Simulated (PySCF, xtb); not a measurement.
Mg(I)(OH) (HIMgO), SMILES [Mg]([OH])[I].

GFN2-xTB (xtb) at its own geometry gives an orbital gap of 2.96 eV and a dipole moment of 5.79 D.

The structure is a stationary point at r2SCAN-D4/def2-TZVP. The def2 effective core potentials stand for the cores of I; spin–orbit coupling is left out. Other conformers were not sampled.

What does PySCF with PBE0/def2-TZVPD give? (An estimate is asked for; the answer gives what the named calculation found.)

gap 6.08 eV (levels -7.60 and -1.53 eV), dipole 1.60 D.
